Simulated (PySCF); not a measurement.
Magnetic shielding above rings: a mixed set.

Probes without a nucleus sit at each ring's centroid and 1 Å off its mean plane on both sides; NICS is minus the shielding there, NICSzz its component along the normal. Level: GIAO PBE0/pcSseg-1 (PySCF, non-relativistic, gas phase) on the GFN2-xTB geometries, one conformer each. Atom numbers follow the mapped SMILES.

Problem. Order these rings by mean NICS(1)zz, lowest (most negative) first (ppm).
A. ring C5–C6–C7–N8–C9 in `[CH3:1][CH2:2][CH2:3][O:4][C@@H:5]1[CH2:6][CH2:7][NH:8][C:9]1=[O:10]`
B. ring C3–C4–C5–O6–C7 in `[NH2:1][P:2]([c:3]1[cH:4][cH:5][o:6][cH:7]1)[N:8]([SiH3:9])[SiH3:10]`
C. ring C2–C3–C4–P6–C8 in `[CH3:1][c:2]1[cH:3][c:4]([CH3:5])[p:6]([SiH3:7])[c:8]1[CH3:9]`
D. ring Si2–O4–Si5–Si6 in `[OH:1][Si@@:2]1([SiH3:3])[O:4][SiH2:5][Si@@H:6]1[SiH3:7]`
E. ring C3–C4–P6 in `[CH2:1]=[CH:2][C:3]1=[C:4]([CH3:5])[P:6]1[CH2:7][SiH3:8]`
F. ring C5–C6–C7–C8–C9–C10 in `[F:1][C:2]([F:3])([F:4])[c:5]1[cH:6][cH:7][cH:8][cH:9][cH:10]1`
G. ring C3–C4–N5–C6–N7–N8 in `[CH3:1][S:2][c:3]1[cH:4][n:5][cH:6][n:7][n:8]1`

Solution. F (-29.3), B (-26.7), G (-23.3), E (-17.3), C (-14.9), A (-2.9), D (5.0).

```tsv
SMILES	ring	NICS(0)	NICS(1)	NICS(1)zz	HOMA	rms pucker (Å)	ring atoms with four or more neighbours
FC(F)(F)c1ccccc1	6-membered carbocycle; formal bonds all aromatic	-9.1	-11.7	-29.3	1.00	0.00	0
NP(c1ccoc1)N([SiH3])[SiH3]	5-membered ring with O; formal bonds all aromatic	-11.7	-10.3	-26.7	0.46	0.00	0
CSc1cncnn1	6-membered ring with 3 N; formal bonds all aromatic	-2.6	-9.7	-23.3	0.96	0.00	0
C=CC1=C(C)P1C[SiH3]	3-membered ring with P; formal bonds 1 double, 2 single	-27.0	-8.5	-17.3	-0.98	0.00	0
Cc1cc(C)p([SiH3])c1C	5-membered ring with P; bonds drawn aromatic by RDKit's count	-5.8	-7.2	-14.9	0.27	0.02	0
CCCO[C@@H]1CCNC1=O	5-membered ring with N; formal bonds all single	-4.3	-2.6	-2.9	–	0.12	3
O[Si@@]1([SiH3])O[SiH2][Si@@H]1[SiH3]	4-membered ring with O and 3 Si; formal bonds all single	-0.5	-0.9	5.0	–	0.01	3
```

NICS(0) gives another order. The isotropic NICS(1) gives the same order. Over the 5 rings with a HOMA value its correlation coefficient with NICS(1)zz is -0.66. HOMA uses Krygowski's 1993 parameters; it is left out where a ring has a four-coordinate atom, a triple bond, no multiple bond or a kind of bond without parameters. NICS(1) and NICS(1)zz are means over the two faces.
